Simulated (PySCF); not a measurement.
MoH4, SMILES [MoH4] (connectivity only; charge and spin as stated), neutral, multiplicity 3.

The structure is a stationary point at B3LYP-D3(BJ)/def2-TZVPD. The multiplicity is an assumed one; other spin states were not compared. The def2 effective core potentials stand for the cores of Mo; spin–orbit coupling is left out.

Computed with TDA-PBE/def2-TZVPD (PySCF 2.14.0).

Vertical excitations; the highest root listed may be one member of a degenerate set. 

```
state    energy (eV)  λ (nm)      f                                                                      main pairs
-------  -----------  ------  -----  ------------------------------------------------------------------------------
root 1          2.43     511  0.000                                   α HOMO−1→LUMO, α HOMO→LUMO+1 (degenerate set)
root 2          2.43     511  0.000                  α HOMO−1→LUMO+1, α HOMO→LUMO, α HOMO−1→LUMO+2 (degenerate set)
root 3          2.43     511  0.000                                   α HOMO→LUMO+2, α HOMO→LUMO+1 (degenerate set)
root 4          2.59     479  0.011                  α HOMO→LUMO, α HOMO−1→LUMO+1, α HOMO−1→LUMO+2 (degenerate set)
root 5          2.59     479  0.011                    α HOMO→LUMO+1, α HOMO−1→LUMO, α HOMO→LUMO+2 (degenerate set)
root 6          2.59     479  0.011                                   α HOMO−1→LUMO+2, α HOMO→LUMO (degenerate set)
root 7          4.08     304  0.000     β HOMO→LUMO+1, β HOMO−1→LUMO, β HOMO−1→LUMO+1, β HOMO→LUMO (degenerate set)
root 8          4.08     304  0.000   β HOMO→LUMO, β HOMO−2→LUMO+1, β HOMO−1→LUMO+1, β HOMO−2→LUMO (degenerate set)
root 9          4.08     304  0.000                  β HOMO−1→LUMO, β HOMO−2→LUMO, β HOMO−2→LUMO+1 (degenerate set)
root 10         4.25     292  0.000  β HOMO−1→LUMO 28 %, β HOMO−2→LUMO+1 23 %, β HOMO→LUMO 18 %, β HOMO→LUMO+1 18 %
```
Unrestricted roots are not spin-pure.
